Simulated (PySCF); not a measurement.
Electron correlation in Al (aluminium, neutral)

[Ne] 3s1 3p2, high-spin 4P determinant (an excited configuration). Calculation: PySCF 2.14, in dyall-av3z (19s12p3d2f, 84 functions); scalar relativity by spin-free X2C-1e. Frozen: [Ne]; 3 electrons correlated; the 22 highest virtual orbitals of each spin left out.

```
  level  correlation energy (mhartree)
   CCSD                         -14.54
    (T)                          -0.15
CCSD(T)                         -14.69
```

Diagnostics: T1 = 0.0042, D1 = 0.0093, largest double amplitude 0.057.

Cost of the coupled-cluster step: of the order of 3 core-seconds, for 3 correlated electrons.

Iterations:

```
CC2 = 0
CCSD nocc = (np.int64(3), np.int64(0)), nmo = (57, 57)
frozen orbitals [[0, 1, 2, 3, 4, 62, 63, 64, 65, 66, 67, 68, 69, 70, 71, 72, 73, 74, 75, 76, 77, 78, 79, 80, 81, 82, 83], [0, 1, 2, 3, 4, 62, 63, 64, 65, 66, 67, 68, 69, 70, 71, 72, 73, 74, 75, 76, 77, 78, 79, 80, 81, 82, 83]]
max_cycle = 100
direct = 0
conv_tol = 1e-08
conv_tol_normt = 1e-06
diis_space = 8
diis_start_cycle = 0
Init t2, MP2 energy = -0.00931609352286011
Init E_corr(UCCSD) = -0.00931609352491053
cycle = 1  E_corr(UCCSD) = -0.0124971236651169  dE = -0.00318103014  norm(t1,t2) = 0.0329543
cycle = 2  E_corr(UCCSD) = -0.0136966744327546  dE = -0.00119955077  norm(t1,t2) = 0.0139839
cycle = 3  E_corr(UCCSD) = -0.0145523816216881  dE = -0.000855707189  norm(t1,t2) = 0.00624576
cycle = 4  E_corr(UCCSD) = -0.014541533828583  dE = 1.08477931e-05  norm(t1,t2) = 0.000650642
cycle = 5  E_corr(UCCSD) = -0.0145441666833882  dE = -2.63285481e-06  norm(t1,t2) = 9.79806e-05
cycle = 6  E_corr(UCCSD) = -0.0145431977856449  dE = 9.68897743e-07  norm(t1,t2) = 1.67681e-05
cycle = 7  E_corr(UCCSD) = -0.0145437193342769  dE = -5.21548632e-07  norm(t1,t2) = 3.35988e-06
cycle = 8  E_corr(UCCSD) = -0.0145435657317477  dE = 1.53602529e-07  norm(t1,t2) = 9.54735e-07
cycle = 9  E_corr(UCCSD) = -0.014543576630584  dE = -1.08988363e-08  norm(t1,t2) = 1.70482e-07
cycle = 10  E_corr(UCCSD) = -0.0145435891623492  dE = -1.25317652e-08  norm(t1,t2) = 9.06196e-08
cycle = 11  E_corr(UCCSD) = -0.014543588917604  dE = 2.44745233e-10  norm(t1,t2) = 5.56959e-09
UCCSD converged
E(UCCSD) = -242.2431010243635  E_corr = -0.01454358891760398
UCCSD(T) correction = -0.000148584662593275
```
